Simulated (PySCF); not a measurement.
Work out the structure from these simulated measurements.

Formula: C9H12N2.

- 13C NMR: chemical shifts (computed TMS as zero) by class: 164.2 (1 C), 147.8 (1 C), 147.6 (1 C), 130.4 (1 C), 32.4 (1 C), 17.3 (1 C), 15.0 (2 C), 12.5 (1 C) ppm [GIAO PBE0/pcSseg-1]
- 1H NMR: chemical shifts (computed TMS as zero) by class: 8.72 (1 H), 7.26 (1 H), 3.10 (2 H), 1.75 (3 H), 1.55 (1 H), 1.21 (2 H), 0.91 (2 H) ppm [GIAO PBE0/pcSseg-1]
- Dipole: 4.62 D [PBE0/pcSseg-1]
- Rotational structure: rotational constants A, B, C: 3.268, 0.591, 0.524 GHz [GFN2-xTB]
- NMR, other nuclei: isotropic shieldings of nuclei other than C and H, by class: -193 (1 N), -170 (1 N) ppm [GIAO PBE0/pcSseg-1]

Gas-phase values; electronic properties from PySCF, density fitting. Levels stand in brackets. One conformer (not necessarily the lowest) at the GFN2-xTB geometry, without solvent, vibrations or thermal averaging. NMR values are class means; diastereotopic atoms form classes of their own.

Task: What is the compound? Reason from the data.

Result: Numbering: `[CH3:1][CH2:2][c:3]1[cH:4][c:5]([CH:6]2[CH2:7][CH2:8]2)[cH:9][n:10][n:11]1`. Its formula, C9H12N2, gives 5 degrees of unsaturation: 2 rings and 3 π bonds in the structure found (Kekulé form). 9 carbons fall into 8 classes; from least to most shielded: substituted aromatic carbon [C3] (164.2 ppm), aromatic CH next to a ring nitrogen [C9] (147.8 ppm), substituted aromatic carbon [C5] (147.6 ppm), aromatic CH carbon [C4] (130.4 ppm), benzylic-type carbon [C2] (32.4 ppm), benzylic-type carbon [C6] (17.3 ppm), three-membered-ring carbon [C7/C8] (15.0 ppm, 2 C), methyl carbon [C1] (12.5 ppm). Hydrogen classes from least to most shielded: 1 H on an aromatic CH next to a ring nitrogen, C9 (8.72 ppm), 1 H on an aromatic CH carbon, C4 (7.26 ppm), 2 H on a benzylic-type carbon, C2 (3.10 ppm), 3 H on a methyl carbon, C1 (1.75 ppm, a mean of values up to 1.0 ppm apart in this geometry), 1 H on a benzylic-type carbon, C6 (1.55 ppm), 2 H on 2 three-membered-ring carbons, C7/C8 (1.21 ppm), 2 H on 2 three-membered-ring carbons, C7/C8 (0.91 ppm). The other shieldings belong to: -193 ppm, pyridine-type nitrogen [N10]; -170 ppm, pyridine-type nitrogen [N11]. By its constants the optimised geometry is an asymmetric top. Structure: `CCc1cc(C2CC2)cnn1`. Computed isomers that give other values at the same levels: `C=Cc1ccnnc1C(C)C` (13C chemical shifts (computed TMS as zero) by class: 169.0 (1 C), 154.3 (1 C), 143.5 (1 C), 138.4 (1 C), 129.6 (1 C), 127.0 (1 C), 35.6 (1 C), 24.6 (2 C) ppm); `CCCCn1cccc1C#N` (13C chemical shifts (computed TMS as zero) by class: 128.1 (1 C), 127.1 (1 C), 119.8 (1 C), 116.4 (1 C), 110.3 (1 C), 50.8 (1 C), 40.6 (1 C), 24.4 (1 C), 16.6 (1 C) ppm); `C#Cc1ccnn1[C@H](C)CC` (13C chemical shifts (computed TMS as zero) by class: 142.9 (1 C), 128.4 (1 C), 118.3 (1 C), 95.9 (1 C), 78.2 (1 C), 59.0 (1 C), 34.7 (1 C), 25.0 (1 C), 13.4 (1 C) ppm). The assignments are read from this structure; whether some other isomer fits the data as well wasn't checked.

Shape of the structure used: `[CH3:1][CH2:2][c:3]1[cH:4][c:5]([CH:6]2[CH2:7][CH2:8]2)[cH:9][n:10][n:11]1`: C1–C2–C3–C4 -174°, C4–C5–C6–C7 149°.
